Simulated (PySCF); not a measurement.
AlClH (calculated)

Computed with PySCF 2.14.0. Calculation on a computer-drawn molecule: optimised geometry and harmonic frequencies of an isolated molecule of the commonest isotopes, restricted reference for singlets and unrestricted otherwise, frozen core in MP2.

Entry: AlClH

Start structure:
```xyz
3
AlClH
Al    -0.8067     1.3452     0.7394
Cl    -2.0650     2.4593     1.8389
H      0.6607     1.7181     0.4032
```

Here we set charge 0, multiplicity 2, method HF and basis cc-pV(D+d)Z.

Drawn bonds:
```tsv
atom	other atom	order
1	2	1
1	3	1
```

**Q.** Give the missing spin squared for AlClH.
**A.** 0.7561

**Q.** AlClH: total energy?
**A.** -702.0420 hartree

**Q.** Give the missing rotational constants for AlClH.
**A.** 263.1, 6.937, 6.759 GHz

**Q.** Give the table of modes values for AlClH.
**A.** 
Modes:
```tsv
frequency (cm⁻¹)	reduced mass (dalton)
506.1	11.8
616.5	1.144
1927	1.044
```

Further results for AlClH:

* convergence status largest gradient component: 8.76e-06 hartree/bohr

Optimised structure:
```xyz
3
AlClH
Al    -0.8144     1.2443     0.6852
Cl    -2.0581     2.5107     1.8654
H      0.6614     1.7676     0.4309
```
